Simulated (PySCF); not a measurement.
[GaCl4]- (charge -1).
SMILES: `[Cl][Ga-]([Cl])([Cl])[Cl]`

The calculation used PBE0-D3(BJ)/def2-SVP geometry optimisation, gas phase in PySCF.

Masses are those of the commonest isotopes; rigid-rotor values at the optimised geometry. 

**Question.** Give the principal moments of inertia and the rotational constants in cm⁻¹.

**Answer.** Ia = 451.03, Ib = 453.49, Ic = 454.96 u·Å²; 505379 MHz·u·Å²/I gives 1121, 1114 and 1111 MHz, that is A = 0.03738, B = 0.03717, C = 0.03705 cm⁻¹.

**Question.** What kind of rotor is it?

**Answer.** A spherical top, as the point group Td requires three equal moments; the computed ones differ by 0.87 % because the geometry is symmetric only within the optimiser's tolerance.

The point group Td allows no dipole (computed: 0.05 D (about the centre of mass, as the species is charged)), so a rigid rotor has no electric-dipole lines.

Not checked by PBE0-D3(BJ)/def2-SVP frequencies. The geometry's basis has no diffuse functions, a weakness for an anion. These are rigid-rotor constants of the computed structure; measured ground-state constants (B0) also hold zero-point vibration.
